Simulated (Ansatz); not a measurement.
Be4⁺: single points at one geometry.

```yaml
crystal:
  periodic: [false, false, false]
  atoms:
    - {symbol: Be, position_ang: [0.414475, -1.040551, -1.022170]}
    - {symbol: Be, position_ang: [-0.248226, 0.997204, -1.115493]}
    - {symbol: Be, position_ang: [0.249253, -0.996859, 1.115560]}
    - {symbol: Be, position_ang: [-0.415502, 1.040206, 1.022102]}
basis:
  gaussian: {orbitals: def2-TZVP, initial_orbitals: start.molden}
total_charge: 1
magnetization: {spin_polarized: true, initial_magnetization: 1}
hamiltonian: {xc: pbe}
correlation: {method: rpa}
scf: {omitted_lower_state_checks: [starts]}
```

The file start.molden holds the orbitals of an earlier run on this structure, at another level or in another basis.

```sh
$ ansatz run in.yaml --threads 4 --pin off --events-out ev --progress --plain --max-ram 3916MiB
```

Shortened log:

```
Functional definition: PBE
628 factors; integrals over basis functions are off by at most 4.8e-4 eV
mean field evaluation 1: about -1589.1025 eV, gradient 2.8e0 eV
mean field evaluation 2: about -1589.1386 eV, gradient 5.1e-2 eV
mean field evaluation 4: about -1589.1314 eV, gradient 1.8e-4 eV
mean field -1589.13138672 eV, -58.3995013100 hartree, gradient 1.3e-6 eV, S^2 0.756745; 0 other end points of the search recorded, 0 dependent functions left out
reference -1581.30287034 eV, -58.1118086393 hartree; 8, 7 occupied and 68, 69 virtual orbitals, 628 factors
Total energy: -1594.91931544 eV, -58.6122037672 hartree
Checks for a lower state left out: starts
```

Hardware: 4 threads of Intel Xeon Platinum 8488C on a shared host. Wall time 0.65 s.

First input, but with `hamiltonian: {xc: {name: PBE-QIDH}}` and without the key `correlation` (abridged; 0.55 s):

```
Functional definition: PBE-QIDH
mean field -1587.60275321 eV, -58.3433250648 hartree, gradient 1.9e-6 eV, S^2 0.785266
second order -6.77547671 eV of doubles, -0.00000000 eV of singles
Total energy: -1589.86125749 eV, -58.4263235662 hartree
Checks for a lower state left out: starts
```

First input, but with `gaussian: {orbitals: def2-TZVPP, initial_orbitals: start.molden}`, `correlation: {method: ccsd_t}`, `scf: {omitted_lower_state_checks: [starts, cluster_reference]}`, `output: {orbitals: {seedname: orbitals}}` and without the key `hamiltonian` (abridged; 1.8 s):

```
Functional definition: HF
mean field -1581.84073934 eV, -58.1315749606 hartree, gradient 6.3e-7 eV, S^2 0.810994
second order -5.98652465 eV of doubles, -0.00000000 eV of singles
cycle   1  -6.89501675 eV  change   -9.1e-1 eV  update   9.3e-2
cycle   2  -7.24409266 eV  change   -3.5e-1 eV  update   4.2e-2
cycle   3  -7.27560843 eV  change   -3.2e-2 eV  update   1.6e-2
cycle   4  -7.27814962 eV  change   -2.5e-3 eV  update   7.3e-3
cycle   5  -7.28275506 eV  change   -4.6e-3 eV  update   2.8e-3
cycle   6  -7.28231304 eV  change    4.4e-4 eV  update   1.1e-3
cycle   7  -7.28195796 eV  change    3.6e-4 eV  update   4.7e-4
cycle   8  -7.28222557 eV  change   -2.7e-4 eV  update   1.7e-4
cycle   9  -7.28213265 eV  change    9.3e-5 eV  update   5.8e-5
cycle  10  -7.28214911 eV  change   -1.6e-5 eV  update   2.3e-5
cycle  11  -7.28214500 eV  change    4.1e-6 eV  update   8.9e-6
perturbative correction -0.23077817 eV, -0.0084809413 hartree
Total energy: -1589.35366251 eV, -58.4076697945 hartree
Checks for a lower state left out: starts, cluster_reference
```

The first input with `gaussian: {orbitals: def2-SVP, initial_orbitals: start.molden}`, `hamiltonian: {xc: pbe0}`, `output: {orbitals: {seedname: orbitals}}` and without the key `correlation` (abridged; 0.3 s):

```
Functional definition: PBE0
mean field -1588.06898126 eV, -58.3604586296 hartree, gradient 1.9e-5 eV, S^2 0.759218
Total energy: -1588.06901612 eV, -58.3604599107 hartree
Checks for a lower state left out: starts
```

The first input with `correlation: {method: mp2}`, `output: {orbitals: {seedname: orbitals}}` and without the key `hamiltonian` (abridged; 0.2 s):

```
Functional definition: HF
mean field -1581.84073934 eV, -58.1315749606 hartree, gradient 6.3e-7 eV, S^2 0.810994
second order -5.98652465 eV of doubles, -0.00000000 eV of singles
Total energy: -1587.82726399 eV, -58.3515756835 hartree
Checks for a lower state left out: starts
```

First input, but with `hamiltonian: {xc: {name: B3LYP}}`, `output: {orbitals: {seedname: orbitals}}` and without the key `correlation` (abridged; 0.65 s):

```
Functional definition: B3LYP
mean field -1593.16756585 eV, -58.5478281573 hartree, gradient 1.2e-5 eV, S^2 0.762178
Total energy: -1593.16778789 eV, -58.5478363171 hartree
Checks for a lower state left out: starts
```

The first input with `hamiltonian: {xc: {text: "exchange = 0.90*pbe_x + 0.10*exact_x\ncorrelation = pbe_c"}}`, `output: {orbitals: {seedname: orbitals}}` and without the key `correlation` (abridged; 0.85 s):

```
Functional definition: unnamed
mean field -1589.36315124 eV, -58.4080184992 hartree, gradient 8.8e-6 eV, S^2 0.759645
Total energy: -1589.36318584 eV, -58.4080197706 hartree
Checks for a lower state left out: starts
```

Geometry: PBE/def2-TZVP.

B3LYP takes the VWN-RPA correlation. Correlated methods freeze no core orbitals. The structure comes from a short search, and lower isomers may exist.
